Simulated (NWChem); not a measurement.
System meant: HgBr, doublet; SMILES [Br][Hg]

Input file for NWChem:

```
start job
memory heap 200 mb stack 900 mb global 1100 mb
geometry units angstroms noautoz
  Hg     0.000000     0.000000    -0.705835
  Br     0.000000     0.000000     1.893590
end
basis spherical
  * library def2-svp
end
dft
  odft
  mult 2
  xc b3lyp
  iterations 150
  mulliken
end
task dft energy
```

End of the output:

```
          Convergence Information
          -----------------------
          Convergence aids based upon iterative change in
          total energy or number of iterations.
          Levelshifting, if invoked, occurs when the
          HOMO/LUMO gap drops below (HL_TOL):  1.00D-02
          DIIS, if invoked, will attempt to extrapolate
          using up to (NFOCK): 10 stored Fock matrices.

                    Damping( 0%)  Levelshifting(0.5)       DIIS
                  --------------- ------------------- ---------------
          dE  on:    start            ASAP                start
          dE off:    2 iters        150 iters           150 iters

      Screening Tolerance Information
      -------------------------------
          Density screening/tol_rho:  1.00D-10
          AO Gaussian exp screening on grid/accAOfunc:  14
          CD Gaussian exp screening on grid/accCDfunc:  20
          XC Gaussian exp screening on grid/accXCfunc:  20
          Schwarz screening/accCoul:  1.00D-08

      Superposition of Atomic Density Guess
      -------------------------------------

      charge =      80.0 Hg (Mercury)

      symmetry species            s     p     d     f
      number of basis functions = 7     6     5     1
      number of cont. functions = 6     3     2     1
      number of closed shells   = 6     4     3     1
      number of open shells     = 0     0     0     0
      open shell occupation     = 0     0     0     0
 ------------------------------------------------------------------------
 atomscf:atomd: error in atom scf                   0
 ------------------------------------------------------------------------
 ------------------------------------------------------------------------
  current input line :
    17: task dft energy
 ------------------------------------------------------------------------
 ------------------------------------------------------------------------
 This error has not yet been assigned to a category
 ------------------------------------------------------------------------
 For more information see the NWChem manual at https://nwchemgit.github.io

0:atomscf:atomd: error in atom scf:Received an Error in Communication
```

Can this run be used? If not, why, and what is the fix?

The run crashed. Cause: the def2 basis of a heavy element holds valence functions alone and wants its effective core potential (without it all electrons must fit into that basis). This input runs:
```
start job
memory heap 200 mb stack 900 mb global 1100 mb
geometry units angstroms noautoz
  Hg     0.000000     0.000000    -0.705835
  Br     0.000000     0.000000     1.893590
end
basis spherical
  Hg library def2-svp
  Br library def2-svp
end
ecp
  Hg library def2-ecp
end
dft
  odft
  mult 2
  xc b3lyp
  iterations 150
  mulliken
end
task dft energy
```
It converges to -2727.42489 Ha (B3LYP/def2-SVP with def2 effective core potentials on Hg, spin-unrestricted).
